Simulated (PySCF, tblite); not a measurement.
Isomers of C5H13OPSi2. Method: GFN2-xTB as coded in tblite; computed harmonic values from a numerical Hessian at the method's own geometry, unscaled. This tight-binding method is rough: wavenumbers can miss measured ones by several per cent, in bad cases by 10 to 20. Modes of hydrogen on phosphorus and silicon can be 10 to 20 % off. One conformer each.

Electronic energies: PBE0/pcSseg-1 single points on the GFN2-xTB geometries (PySCF, gas phase).

```
                    SMILES  electronic energy, lowest = 0 (kcal/mol)
 C=C(C[SiH2][SiH2]P)C(C)=O                                      26.1
 P[Si@H]1C[Si@H](OC2CC2)C1                                       0.0
P[Si@H]1C[Si@@H](OC2CC2)C1                                       0.7
```

Question: How do GFN2-xTB zero-point energies change the relative energies?

Answer: 
```csv
SMILES,ZPE (kcal/mol),of it from modes above 1550 cm⁻¹,electronic (kcal/mol),"with ZPE, lowest = 0 (kcal/mol)",lowest mode (cm⁻¹),rings
P[Si@H]1C[Si@H](OC2CC2)C1,102.3,52.3,0.0,0.0,7,2
P[Si@H]1C[Si@@H](OC2CC2)C1,102.3,52.2,0.7,0.6,30,2
C=C(C[SiH2][SiH2]P)C(C)=O,98.3,54.3,26.1,22.1,26,0
```

The zero-point energies span 4.0 kcal/mol, from `C=C(C[SiH2][SiH2]P)C(C)=O` to `P[Si@H]1C[Si@H](OC2CC2)C1`. The order is unchanged.

Question: And how do the electronic energies of GFN2-xTB itself compare?

Answer: `P[Si@H]1C[Si@H](OC2CC2)C1` 0.0; `P[Si@H]1C[Si@@H](OC2CC2)C1` 0.3; `C=C(C[SiH2][SiH2]P)C(C)=O` 15.7 kcal/mol, lowest = 0. Against the energies above, taken from the same isomer `P[Si@H]1C[Si@H](OC2CC2)C1`, the largest difference is 10.4 kcal/mol.
